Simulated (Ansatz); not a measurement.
Ansatz (a program for electronic structure) input (B3LYP/def2-TZVPD):

Ansatz 0.2 input:
```yaml
crystal:
  periodic: [false, false, false]
  atoms:
    - {symbol: Fe, position_ang: [-0.00012275, -0.00045259, -0.00019758]}
    - {symbol: O, position_ang: [1.16570212, 0.20689932, -1.34311382]}
    - {symbol: H, position_ang: [2.06746225, 0.52996074, -1.32137625]}
    - {symbol: O, position_ang: [-1.19286209, -0.30704305, 1.29939528]}
    - {symbol: H, position_ang: [-1.84699113, 0.28295650, 1.67626165]}
basis:
  gaussian:
    orbitals: def2-TZVPD
hamiltonian:
  xc: {name: B3LYP}
total_charge: 1
magnetization: {spin_polarized: true, initial_magnetization: 5}
```

Output:

```
Functional definition: B3LYP
integrals: 0.06 GiB planned
997 factors; their error is unknown
mean field: 0.75 GiB planned
mean field evaluation 1: about -38491.4672 eV, gradient 7.6e1 eV
mean field evaluation 2: about -38372.4666 eV, gradient 1.8e2 eV
mean field evaluation 4: about -38508.1080 eV, gradient 1.5e1 eV
mean field evaluation 8: about -38509.0658 eV, gradient 9.1e-2 eV
mean field evaluation 16: about -38509.1749 eV, gradient 1.6e-3 eV
mean field -38509.17493264 eV, -1415.1860763183 hartree, gradient 3.4e-5 eV, S^2 8.766631; 2 other end points of the search recorded, 0 dependent functions left out
reference -38509.17520455 eV, -1415.1860863106 hartree; 24, 19 occupied and 122, 127 virtual orbitals, 997 factors
Total energy: -38509.17520455 eV, -1415.1860863106 hartree
```

This state (charge 1, sextet) is run at the relaxed geometry of the species with charge 0 and multiplicity 5.
